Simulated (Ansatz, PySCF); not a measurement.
Reaction (SMILES): CS (CH4S) [methanethiol] -> C[S-] + H+
Structures are relaxed separately at B3LYP-D3(BJ)/def2-TZVP in Ansatz (a first-principles code).

Wanted: gas-phase deprotonation energy (enthalpy at 298 K, with B3LYP-D3(BJ) rigid-rotor harmonic-oscillator terms from PySCF), in kcal/mol. Correlated levels leave the core frozen unless marked. No spin-orbit coupling. No relativistic terms. Anions need diffuse functions: aug- sets have them; def2-D sets add few; the other sets have none. CBS(X,Y): correlation extrapolated as X^-3; Hartree-Fock from the larger set. The bracket is a focal-point correction in the basis named.

| level | program | gas-phase deprotonation energy (kcal/mol) | minus last row |
|---|---|---|---|
| M06-L-D4/def2-TZVPD | PySCF + dftd4 | 360.5 | 3.2 |
| B3LYP-D4/def2-TZVPD | Ansatz + dftd4 | 356.8 | -0.5 |
| wB97X-V/def2-TZVPD | Ansatz | 358.9 | 1.6 |
| MP2/STO-3G | Ansatz | 499.5 | 142.2 |
| RI-MP2/def2-TZVPPD | Ansatz | 356.3 | -1.0 |
| CCSD/def2-TZVPPD | Ansatz | 360.0 | 2.7 |
| CCSD(T)/def2-SVPD | Ansatz | 356.8 | -0.5 |
| CCSD(T)/cc-pV(T+d)Z | Ansatz | 365.8 | 8.5 |
| CCSD(T) with core electrons (1s frozen past Ne)/cc-pwCVTZ | Ansatz | 365.9 | 8.6 |
| RI-MP2/CBS(aug-cc-pV(T+d)Z,aug-cc-pV(Q+d)Z)+[CCSD(T)-MP2]/aug-cc-pV(T+d)Z | Ansatz | 357.3 | 0.0 |
